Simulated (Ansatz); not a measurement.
Two isomers of C2H7FGaN: A = `[CH3][GaH][NH]CF`, B = `C[CH](F)[GaH][NH2]`.

Isolated molecules relaxed with PBE0-D4/def2-TZVP in Ansatz; ΔE leaves out vibrations. CCSD(T)/CBS adds triple-zeta CCSD(T) − MP2 to the extrapolated MP2 energy (def2 sets, frozen cores). DFT in def2-TZVPP. B3LYP here is the variant with VWN-RPA as its local correlation; programs differ in this. For Ga outer-core shells are correlated without core-valence functions, which leaves a few kJ/mol of doubt a bond. Scalar relativity is left out up to krypton. One conformer a species, not always the lowest.

Problem. Which is lower in electronic energy at CCSD(T)/CBS, and by how much? (Best estimate.)

Solution. The calculation gave: A, by 19.8 kJ/mol.

Problem. Give E(B) − E(A) in kJ/mol with B3LYP, CCSD/def2-TZVPP, MP2/def2-TZVPP, B2PLYP, PBE0-D4, r2SCAN-D4, PBE-D4. (An estimate is asked.)

Solution. Computed: B3LYP 22.6, CCSD/def2-TZVPP 24.2, MP2/def2-TZVPP 26.1, B2PLYP 23.7, PBE0-D4 23.9, r2SCAN-D4 22.1, PBE-D4 21.9. None reverses the order clearly.

Largest T1 diagnostic: 0.013.
